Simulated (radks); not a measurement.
Species: Pt. Configuration: [Xe] 4f14 5d9 6p1 (not the ground configuration). Calculated with a radial shooting solver on a logarithmic mesh with Libxc functionals: Dirac Kohn-Sham, LDA (Slater exchange, Perdew-Wang correlation), spin-unpolarised, spherical densities, finite nucleus; open shells fill j = l - 1/2 first; Fermi nuclear charge, rms radius 5.427 fm.

Normalised radial functions P(r) = r R(r) (large component), r in bohr:

r	4f7/2	5p3/2	6s1/2
0.002728	0.0000	0.0086	0.0459
0.003757	0.0000	0.0152	0.0540
0.005215	0.0000	0.0269	0.0608
0.007182	0.0000	0.0460	0.0635
0.00989	0.0001	0.0760	0.0586
0.01362	0.0003	0.1204	0.0417
0.01891	0.0012	0.1806	0.0086
0.02604	0.0036	0.2437	-0.0369
0.03586	0.0108	0.2828	-0.0817
0.04938	0.0306	0.2479	-0.0974
0.06855	0.0820	0.0835	-0.0504
0.0944	0.1947	-0.1836	0.0539
0.13	0.4100	-0.3893	0.1373
0.179	0.7443	-0.2756	0.0833
0.2485	1.1390	0.2106	-0.1072
0.3422	1.3952	0.5825	-0.1975
0.4713	1.3568	0.3039	-0.0088
0.6491	1.0375	-0.4867	0.2680
0.901	0.6019	-1.0620	0.2532
1.241	0.2623	-0.9705	-0.1140
1.709	0.0810	-0.5289	-0.5169
2.353	0.0165	-0.1773	-0.6697
3.267	0.0018	-0.0325	-0.5410
4.499	0.0001	-0.0030	-0.2998
6.195	0.0000	-0.0001	-0.1098
8.532	0.0000	0.0000	-0.0238
11.84	0.0000	0.0000	-0.0024
16.31	0.0000	0.0000	-0.0001

4f7/2: eigenvalue -70.242 eV, 0 radial nodes, <r> = 0.520 bohr, 90 % of the charge inside 0.840 bohr. 5p3/2: eigenvalue -53.710 eV, 3 radial nodes at r = 0.0764, 0.219, 0.538 bohr, <r> = 1.14 bohr, 90 % of the charge inside 1.65 bohr. 6s1/2 (empty): eigenvalue -7.080 eV, 5 radial nodes at r = 0.0202, 0.0810, 0.209, 0.476, 1.14 bohr, <r> = 2.85 bohr, 90 % of the charge inside 4.27 bohr.
